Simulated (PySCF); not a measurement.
ClH5OSi2, SMILES O[Si@@H]([SiH3])Cl.

Geometry: B3LYP-D3(BJ)/def2-SVP. The structure was generated by enumeration; whether it is a known compound was not checked. The values are those of a single conformer.

The numbers are results of PySCF with PBE/def2-TZVP, not measurements.

Gas-phase values at a fixed geometry.

total energy: -1116.99874 hartree
highest occupied level: -6.97 eV
lowest empty level: -1.26 eV
orbital gap: 5.70 eV
dipole moment: 1.35 D
quadrupole, principal values (traceless, Buckingham form, about the centre of nuclear charge): -6.11, -1.70, 7.81 D·Å
mean static polarisability: 72.5 bohr³ (10.75 Å³)
polarisability, principal values: 61.9, 70.5, 85.3 bohr³
